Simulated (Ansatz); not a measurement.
```yaml
atoms:
  - { symbol: Mg, position_ang: [0.0000, 0.0000, 0.0000] }
  - { symbol: O, position_ang: [0.0000, 0.0000, 3.1500] }
```

Basis set: 6-31G (spherical functions). Charge 0, multiplicity 1.

Computed with Ansatz (development build ahead of 0.2.0); each method stands on the lowest determinant of its kind that the runs found.

Q: Give the atomization energy at this shape (free ground-state atoms in the same class of orbitals less the molecule, no zero-point energy) of singlet MgO by PBE0 (unrestricted), PBE (unrestricted), UHF.

A:

```
             method  atomization energy
PBE0 (unrestricted)      -5.21 kcal/mol
 PBE (unrestricted)       5.15 kcal/mol
                UHF     -27.27 kcal/mol
```

Caution: another spin multiplicity may lie lower; the shape is not the minimum; the unrestricted determinant is a mixture of spin states. Caution for UHF: the molecule lies well above its atoms at this level.

This basis has no polarisation functions and is too small for such energies, which can lie far from measured ones in either direction.
